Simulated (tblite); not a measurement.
Compound: C₆H₈F₂Ge.
Atom-mapped SMILES: `[CH:1]#[C:2][Ge@H:3]([CH2:4][CH:5]=[CH2:6])[CH:7]([F:8])[F:9]` (hydrogens: H10 on C1; H11 on Ge3; H12, H13 on C4; H14 on C5; H15, H16 on C6; H17 on C7)

Computed with GFN2-xTB (tblite), gas phase: L-BFGS steps from a force-field or distance-geometry start until the largest atomic force falls under 0.01 eV/Å.

Step 16: E = -767.0551 eV
```
atom  x, y, z in Å  |  force x, y, z in eV/Å
C1     -0.5414    2.7663   -1.1970   -0.007   0.010   0.000
C2      0.0882    1.7578   -1.0147   -0.021  -0.013   0.018
Ge3     1.0230    0.1277   -0.7231    0.024  -0.001  -0.007
C4     -0.2178   -1.4353   -0.6871   -0.028  -0.033   0.005
C5     -1.1462   -1.3597    0.4803   -0.016   0.006   0.018
C6     -2.1558   -0.5102    0.5604   -0.003  -0.005  -0.006
C7      1.8851    0.2781    1.0915   -0.006  -0.004   0.002
F8      2.5839   -0.8645    1.3397    0.006  -0.007   0.006
F9      2.7860    1.2934    1.1270    0.004   0.006  -0.034
H10    -1.0872    3.6527   -1.3577    0.015   0.011  -0.002
H11     2.1144    0.0188   -1.7628    0.021   0.000   0.013
H12    -0.7790   -1.4449   -1.6211   -0.005   0.036  -0.017
H13     0.3750   -2.3481   -0.6440    0.030  -0.016  -0.010
H14    -0.9505   -2.0470    1.2931    0.022   0.007   0.007
H15    -2.3629    0.1870   -0.2360   -0.024  -0.007  -0.011
H16    -2.8150   -0.4861    1.4107    0.003   0.006   0.005
H17     1.1930    0.4260    1.9307   -0.014   0.004   0.012
```

Step 17: E = -767.0554 eV
```
atom  x, y, z in Å  |  force x, y, z in eV/Å
C1     -0.5403    2.7662   -1.1971   -0.010   0.010   0.002
C2      0.0877    1.7567   -1.0152   -0.020  -0.014   0.022
Ge3     1.0226    0.1271   -0.7224    0.021  -0.008  -0.012
C4     -0.2186   -1.4367   -0.6881   -0.030  -0.024   0.018
C5     -1.1464   -1.3597    0.4805   -0.019   0.011   0.009
C6     -2.1565   -0.5099    0.5600    0.010  -0.023  -0.002
C7      1.8847    0.2783    1.0916   -0.001  -0.005   0.000
F8      2.5841   -0.8635    1.3402    0.007  -0.022   0.007
F9      2.7862    1.2929    1.1254    0.006   0.018  -0.035
H10    -1.0858    3.6527   -1.3570    0.013   0.015  -0.005
H11     2.1156    0.0215   -1.7606    0.022  -0.004   0.010
H12    -0.7805   -1.4438   -1.6221    0.003   0.028  -0.008
H13     0.3746   -2.3496   -0.6446    0.017  -0.006  -0.017
H14    -0.9490   -2.0465    1.2941    0.015   0.023  -0.006
H15    -2.3649    0.1858   -0.2382   -0.021  -0.022   0.012
H16    -2.8140   -0.4863    1.4123    0.009   0.014  -0.016
H17     1.1939    0.4268    1.9313   -0.022   0.007   0.019
```

Step 18: E = -767.0557 eV
```
atom  x, y, z in Å  |  force x, y, z in eV/Å
C1     -0.5392    2.7661   -1.1972   -0.010   0.006   0.004
C2      0.0865    1.7552   -1.0153   -0.018  -0.010   0.023
Ge3     1.0223    0.1262   -0.7218    0.007  -0.016  -0.013
C4     -0.2200   -1.4386   -0.6890   -0.016  -0.005   0.021
C5     -1.1468   -1.3596    0.4807   -0.013   0.008  -0.006
C6     -2.1573   -0.5098    0.5594    0.016  -0.034   0.002
C7      1.8842    0.2784    1.0918    0.004  -0.004   0.001
F8      2.5843   -0.8628    1.3408    0.005  -0.028   0.009
F9      2.7863    1.2925    1.1229    0.003   0.023  -0.032
H10    -1.0840    3.6531   -1.3563    0.012   0.018  -0.007
H11     2.1173    0.0244   -1.7578    0.025  -0.009   0.005
H12    -0.7820   -1.4419   -1.6233    0.011   0.015   0.006
H13     0.3743   -2.3514   -0.6456   -0.004   0.005  -0.023
H14    -0.9470   -2.0453    1.2952    0.007   0.035  -0.012
H15    -2.3677    0.1841   -0.2406   -0.018  -0.035   0.031
H16    -2.8127   -0.4863    1.4138    0.010   0.022  -0.030
H17     1.1944    0.4278    1.9322   -0.020   0.008   0.019
```

**Question.** Estimate the geometry and energy of step 19. (The exact step hangs on the optimiser's Hessian estimate; all steps are aligned on step 18, rigid shifts and turns removed.)

**Answer.** E = -767.0561 eV, largest force 0.059 eV/Å
```
atom  x, y, z in Å  |  force x, y, z in eV/Å
C1     -0.5380    2.7660   -1.1972   -0.008  -0.002   0.007
C2      0.0848    1.7532   -1.0150   -0.016  -0.004   0.024
Ge3     1.0220    0.1248   -0.7214   -0.010  -0.020  -0.006
C4     -0.2220   -1.4410   -0.6897    0.008   0.019   0.012
C5     -1.1473   -1.3596    0.4809    0.003  -0.002  -0.021
C6     -2.1581   -0.5102    0.5587    0.013  -0.036   0.006
C7      1.8837    0.2784    1.0922    0.007  -0.003   0.003
F8      2.5847   -0.8623    1.3418   -0.001  -0.023   0.010
F9      2.7865    1.2925    1.1192   -0.006   0.019  -0.025
H10    -1.0815    3.6538   -1.3555    0.012   0.018  -0.008
H11     2.1197    0.0278   -1.7542    0.027  -0.014  -0.002
H12    -0.7837   -1.4394   -1.6246    0.016  -0.001   0.019
H13     0.3739   -2.3533   -0.6473   -0.027   0.014  -0.028
H14    -0.9445   -2.0432    1.2964    0.002   0.039  -0.009
H15    -2.3714    0.1812   -0.2430   -0.015  -0.041   0.039
H16    -2.8108   -0.4859    1.4152    0.003   0.028  -0.032
H17     1.1948    0.4292    1.9335   -0.007   0.009   0.011
```

The energy changes by -0.0004 eV. The first-order estimate −F·Δx gives -0.0005 eV and the mean of the old and new forces, exact on a quadratic surface, -0.0004 eV. The step makes an angle of 69° with the force vector and moves no atom by more than 0.006 Å.

The cost below is that of the whole relaxation. On an Arm Neoverse V1 with one thread, on a shared host, this took 0.69 s.
